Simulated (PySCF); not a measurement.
**Ions at one geometry of [La(H2O)3]3+**

PySCF 2.14.0, RKS PBE0, La def2-SVP with ECP46, O def2-SVP, H def2-SVP; non-relativistic Hamiltonian with scalar-relativistic core potentials where named; density fitting; no spin-orbit coupling; singlets restricted, open shells unrestricted. The geometry is relaxed for charge +3, singlet, vacuum:

```xyz
10

La    0.0000    0.0000    0.0000
O     2.4072    0.0000    0.0000
H     3.0217    0.7672    0.0684
H     3.0217   -0.7672   -0.0684
O    -1.2036    2.0847    0.0000
H    -2.1753    2.2332    0.0684
H    -0.8464    3.0004   -0.0684
O    -1.2036   -2.0847    0.0000
H    -0.8464   -3.0004    0.0684
H    -2.1752   -2.2332   -0.0684
```

Energies count from the relaxed state; an electron taken off or put on is at rest in vacuum. Charges and spins are Mulliken's.

| state | energy (eV) | spin squared | charge on La1 (e) | spin on La1 (e) | dipole about the centre of mass (D) |
| --- | --- | --- | --- | --- | --- |
| charge +3, singlet, vacuum | 0.00 | 0.00 | 2.03 | 0.00 | 0.00 |
| charge +4, doublet, vacuum | 26.59 | 0.76 | 2.19 | -0.07 | 0.00 |

**Question.** What does the state charge +2, doublet, vacuum give?

**Answer.** energy (eV) -14.36, spin squared 0.75, charge on La1 (e) 1.24, spin on La1 (e) 1.01, dipole about the centre of mass (D) 0.00.

With an electron taken off (doublet) the charges change, summed by element, by La +0.16 e, O +0.55 e, H +0.29 e. The vertical ionisation energy is 26.59 eV, against −ε(HOMO) = 24.53 eV of the relaxed state. The level lies 2.1 eV too high, as is usual for semilocal functionals and global hybrids, which keep a self-interaction error.

With an electron put on (doublet) the charges change, summed by element, by La -0.79 e, O +0.00 e, H -0.22 e. The vertical electron affinity is 14.36 eV, against −ε(LUMO) = 16.35 eV of the relaxed state.

Open shells may have lower solutions than those found.

A frequency check found unstable modes (1, the lowest at -13 cm⁻¹), so the relaxed geometry is a saddle point, or these are noise.
